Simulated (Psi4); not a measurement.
FIn, charge +1, doublet, geometry from GFN2-xTB (such geometries of metal compounds can be far from the true shape) (a state made from the parent by changing its charge; the spin is typed, not shown lowest) (core potentials on In); CAM-B3LYP/def2-SVPD (Psi4).

The Psi4 input:
```
memory 2 GB

molecule mol {
1 2
  In   -0.000000   -0.000000   -0.354956
  F     0.000000    0.000000    1.932536
}

set basis def2-svpd
set reference uks

energy('cam-b3lyp')
print_variables()
```

What the program printed (banner, timings and long lists left out):

```
   => Loading Basis Set <=

    Name: DEF2-SVPD
    Role: ORBITAL
    Keyword: BASIS

    !!!  WARNING: ECP capability is in beta. Please check occupations closely.  !!!

         ---------------------------------------------------------
                                   SCF
               by Justin Turney, Rob Parrish, Andy Simmonett
                          and Daniel G. A. Smith
                              UKS Reference
         ---------------------------------------------------------

  ==> Geometry <==

    Molecular point group: c2v
    Full point group: C_inf_v

    Geometry (in Angstrom), charge = 1, multiplicity = 2:

       Center              X                  Y                   Z               Mass
    ------------   -----------------  -----------------  -----------------  -----------------
         IN           0.000000000000     0.000000000000    -0.324555299718   114.903878776000
         F            0.000000000000     0.000000000000     1.962936700282    18.998403162730

  Running in c2v symmetry.

  Rotational constants: A = ************  B =      0.19761  C =      0.19761 [cm^-1]
  Rotational constants: A = ************  B =   5924.26151  C =   5924.26151 [MHz]
  Nuclear repulsion =   43.722335560793212

  Charge       = 1
  Multiplicity = 2
  Electrons    = 29
  Nalpha       = 15
  Nbeta        = 14

  ==> Algorithm <==

  SCF Algorithm Type is DF.
  DIIS enabled.
  MOM disabled.
  Fractional occupation disabled.
  Guess Type is SAD.
  Energy threshold   = 1.00e-06
  Density threshold  = 1.00e-06
  Integral threshold = 1.00e-12

  ==> Primary Basis <==

  Basis Set: DEF2-SVPD
    Blend: DEF2-SVPD
    Number of shells: 21
    Number of basis functions: 55
    Number of Cartesian functions: 60
    Spherical Harmonics?: true
    Max angular momentum: 2

  Core potential: DEF2-SVPD
    Number of shells: 4
    Number of ECP primitives: 18
    Number of ECP core electrons: 28
    Max angular momentum: 3

  ==> DFT Potential <==

   => LibXC <=

    Version 7.1.2
    S. Lehtola, C. Steigemann, M. J. T. Oliveira, and M. A. L. Marques,  SoftwareX 7, 1–5 (2018) (10.1016/j.softx.2017.11.002)

   => Composite Functional: CAM-B3LYP <=

    CAM-B3LYP Hyb-GGA Exchange-Correlation Functional

    T. Yanai, D. P. Tew, and N. C. Handy,  Chem. Phys. Lett. 393, 51 (2004) (10.1016/j.cplett.2004.06.011)

    Deriv               =              1
    GGA                 =           TRUE
    Meta                =          FALSE

[...]
   @S^2 Expected:                7.500000000E-01
   @S^2 Observed:                7.705359768E-01
   @S   Expected:                5.000000000E-01
   @S   Observed:                5.000000000E-01

    Orbital Energies [Eh]
    ---------------------

    Alpha Occupied:

[...]
    Alpha Virtual:

[...]
      26A1    60.595735

    Beta Occupied:

[...]
    Beta Virtual:

[...]
    Final Occupation by Irrep:
             A1    A2    B1    B2
    DOCC [     7,    1,    3,    3 ]
    SOCC [     1,    0,    0,    0 ]
    NA   [     8,    1,    3,    3 ]
    NB   [     7,    1,    3,    3 ]

  @DF-UKS Final Energy:  -289.52904324272038

   => Energetics <=

    Nuclear Repulsion Energy =             43.7223355607932120
    One-Electron Energy =                -553.4189705989776940
    Two-Electron Energy =                 239.7937277236735554
    DFT Exchange-Correlation Energy =     -19.6261359282094574
    Empirical Dispersion Energy =           0.0000000000000000
    VV10 Nonlocal Energy =                  0.0000000000000000
    Total Energy =                       -289.5290432427203768

  UHF NO Occupations:
  HONO-2 :    6 A1 1.9998283
  HONO-1 :    7 A1 1.9901686
  HONO-0 :    8 A1 1.0000000
  LUNO+0 :    9 A1 0.0098314
  LUNO+1 :   10 A1 0.0001717
  LUNO+2 :    4 B1 0.0001313
  LUNO+3 :    4 B2 0.0001313

Computation Completed

Properties will be evaluated at   0.000000,   0.000000,   0.000000 [a0]

Properties computed using the SCF density matrix

 Multipole Moments:

 ------------------------------------------------------------------------------------
     Multipole            Electronic (a.u.)      Nuclear  (a.u.)        Total (a.u.)
 ------------------------------------------------------------------------------------

 L = 1.  Multiply by 2.5417464519 to convert [e a0] to [Debye]
 Dipole X            :          0.0000000            0.0000000            0.0000000
 Dipole Y            :          0.0000000            0.0000000            0.0000000
 Dipole Z            :        -21.9323816           20.5049817           -1.4273999
 Magnitude           :                                                    1.4273999

 ------------------------------------------------------------------------------------

  Variable Map:
  ----------------------------------------------------------------------------
[...]
  Array Variable Map:
  ----------------------------------------------------------------------------
[...]
[...]
```
